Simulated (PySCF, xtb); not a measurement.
HSi, SMILES [SiH] (connectivity only; charge and spin as stated), charge +1, multiplicity 1.

Geometry optimised at PBE-D3(BJ)/def2-TZVPD.

Calculation: IEF-PCM-M06-2X/def2-TZVPD in PySCF 2.14.0.

The values are the electrostatic part of the solvation free energy, E(continuum) − E(gas) at the gas-phase geometry, in a cavity of scaled van der Waals radii (PySCF's table); cavitation and dispersion terms are not included. In vacuum the orbital gap is 7.01 eV.

Computed values in water (ε = 78.36), acetone (ε = 20.49), dimethylsulfoxide (ε = 46.83):
```tsv
solvent	ε	ΔG(elec) (kcal/mol)	gap (eV)
water	78.36	-66.3	7.08
acetone	20.49	-63.9	7.07
dimethylsulfoxide	46.83	-65.7	7.08
```

For comparison, GFN2-xTB/ALPB(water) (xtb, at the GFN2-xTB geometry, all terms of that model) gives -57.3 kcal/mol.
